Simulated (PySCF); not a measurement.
KP from Hartree–Fock to correlated methods

State: ³Σ⁻ (triplet), unpaired electrons π ↑↑. Set-up: PySCF, no relativity, basis sets K aug-pcseg-1, P aug-pcseg-1. De refers to K + P in their high-spin ground configurations, without counterpoise correction. The functionals are run spin-unrestricted. A positive dipole means K(−)P(+).

```json
{"Level": "UHF", "Re (Å)": "3.122", "ωe (cm⁻¹)": "208", "De (eV)": "0.351", "μ (D)": "-11.33", "CPU s a point (SCF and correlation, without the integrals)": "0.28"}
{"Level": "UHF-MP2", "Re (Å)": "3.116", "ωe (cm⁻¹)": "197", "De (eV)": "0.87", "μ (D)": "n/a", "CPU s a point (SCF and correlation, without the integrals)": "0.45"}
{"Level": "UHF-SCS-MP2", "Re (Å)": "3.124", "ωe (cm⁻¹)": "194", "De (eV)": "0.91", "μ (D)": "n/a", "CPU s a point (SCF and correlation, without the integrals)": "n/a"}
{"Level": "UHF-CCSD", "Re (Å)": "3.128", "ωe (cm⁻¹)": "196", "De (eV)": "0.91", "μ (D)": "n/a", "CPU s a point (SCF and correlation, without the integrals)": "n/a"}
{"Level": "UHF-CCSD(T)", "Re (Å)": "3.133", "ωe (cm⁻¹)": "193", "De (eV)": "0.97", "μ (D)": "n/a", "CPU s a point (SCF and correlation, without the integrals)": "10"}
{"Level": "PBE", "Re (Å)": "3.039", "ωe (cm⁻¹)": "204", "De (eV)": "1.47", "μ (D)": "-8.46", "CPU s a point (SCF and correlation, without the integrals)": "0.84"}
{"Level": "r²SCAN", "Re (Å)": "3.044", "ωe (cm⁻¹)": "210", "De (eV)": "1.43", "μ (D)": "-9.71", "CPU s a point (SCF and correlation, without the integrals)": "1.2"}
{"Level": "TPSSh", "Re (Å)": "3.036", "ωe (cm⁻¹)": "212", "De (eV)": "1.53", "μ (D)": "-9.44", "CPU s a point (SCF and correlation, without the integrals)": "1.3"}
{"Level": "r²SCANh", "Re (Å)": "3.040", "ωe (cm⁻¹)": "212", "De (eV)": "1.40", "μ (D)": "-9.94", "CPU s a point (SCF and correlation, without the integrals)": "1.4"}
{"Level": "PBE0", "Re (Å)": "3.027", "ωe (cm⁻¹)": "214", "De (eV)": "1.38", "μ (D)": "-9.51", "CPU s a point (SCF and correlation, without the integrals)": "1.3"}
{"Level": "LC-ωPBE", "Re (Å)": "3.005", "ωe (cm⁻¹)": "227", "De (eV)": "1.42", "μ (D)": "-10.76", "CPU s a point (SCF and correlation, without the integrals)": "1.1"}
{"Level": "B2PLYP", "Re (Å)": "3.068", "ωe (cm⁻¹)": "207", "De (eV)": "1.24", "μ (D)": "-10.11", "CPU s a point (SCF and correlation, without the integrals)": "0.84"}
```

Question: Which functional lies closest to UHF-CCSD(T) in De, which farthest, and by how much do they differ from it?

Answer: Closest is B2PLYP (-6.5 pm in Re, +7.3 % in ωe, +0.27 eV in De against UHF-CCSD(T) in the same basis), farthest TPSSh (-9.7 pm in Re, +9.8 % in ωe, +0.56 eV in De). CCSD(T) converges more slowly with the basis than the functionals do and binds too weakly in this one, so the order can change at the basis-set limit.

Question: What does the triples do here, going from UHF-CCSD to UHF-CCSD(T)?

Answer: UHF-CCSD(T) less UHF-CCSD: +0.5 pm in Re, -1.5 % in ωe, +0.06 eV in De. Correlation nearly always deepens the well. The bond lengthens, as in strong covalent bonds, where excitations into antibonding orbitals dominate.

Question: What does all correlation do here, going from UHF to UHF-CCSD(T)?

Answer: UHF-CCSD(T) less UHF: +1.1 pm in Re, -7.2 % in ωe, +0.62 eV in De. Correlation nearly always deepens the well. The bond lengthens, as in strong covalent bonds, where excitations into antibonding orbitals dominate.

Correlated steps freeze 10 core orbitals. Correlated levels converge slowly with the basis: in double zeta they bind strong bonds too weakly, by up to about 1 eV, and carry superposition errors of some tenths. B2PLYP dipoles, levels and charges come from its SCF part alone. The state is the lowest determinant that a PBE0 search found; another state may lie lower at other levels.

The whole job (state search and all levels along the bond) took about 3.9 min on 1 thread of Arm Neoverse V1 (shared host), peak memory 0.81 GiB.
